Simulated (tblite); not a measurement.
C2H8GeOSi2.
Geometry (GFN2-xTB, Å), atoms numbered from 1 in this order:
```
atom  x, y, z in Å
C1     1.6889    2.6003    0.0658
C2     1.8332    1.4080    0.1384
Ge3    2.0216   -0.4823    0.2719
O4     0.6165   -1.1143    1.0502
Si5   -0.9821   -1.4440    1.0830
Si6   -2.1848    0.1311   -0.0912
H7     1.5753    3.6454   -0.0044
H8     2.1149   -1.0996   -1.0981
H9     3.1460   -0.8656    1.1890
H10   -1.2400   -1.5029    2.5266
H11   -1.1003   -2.8091    0.5441
H12   -2.5117   -0.2955   -1.4593
H13   -1.5063    1.4261   -0.2374
H14   -3.4719    0.4020    0.5593
```

Computed values, GFN2-xTB/tblite, gas phase, harmonic and unscaled. This tight-binding method is rough: wavenumbers can miss measured ones by several per cent, in bad cases by 10 to 20. Modes of hydrogen on germanium and silicon can be 10 to 20 % off. One conformer, not necessarily the lowest. The optimisation stopped once no atom felt more than 0.01 eV/Å.

Lowest wavenumbers of the output (negative numbers stand for imaginary wavenumbers):
```
mode    cm-1
  1     -39.6
  2      -9.0
  3      43.0
  4      55.5
  5     101.5
  6     182.3
  7     191.7
  8     290.4
```

Task: Is this structure a minimum?

Result: Not by this Hessian. 1 mode is imaginary beyond 20i (40i cm⁻¹), and 1 more slightly so (9.0i). The curvature is small, so loose convergence or finite differences may be the whole cause.

Task: Which atoms move in the imaginary modes?

Result: 40i: H12 (Si–H hydrogen) 34 %, H13 (Si–H hydrogen) 33 %, H14 (Si–H hydrogen) 28 %; 9i: Si5 (oxygen-bound silicon) 27 %, Si6 (SiH3 silicon) 17 %, C1 (terminal alkyne carbon) 15 %, Ge3 (germanium bonded to C, O and 2 H) 11 %. These are shares of the mass-weighted motion.

Task: What is the remedy?

Result: Step along such a mode in both directions, optimise again with tighter thresholds and repeat the frequencies. The zero-point energy of this point (47.8 kcal/mol) counts the 34 real modes alone, and thermal corrections from it aren't those of a minimum.

Hardware: an Arm Neoverse N1 with one thread, on a shared host. Cost: 0.82 s. This covers the Hessian and the dipole derivatives.
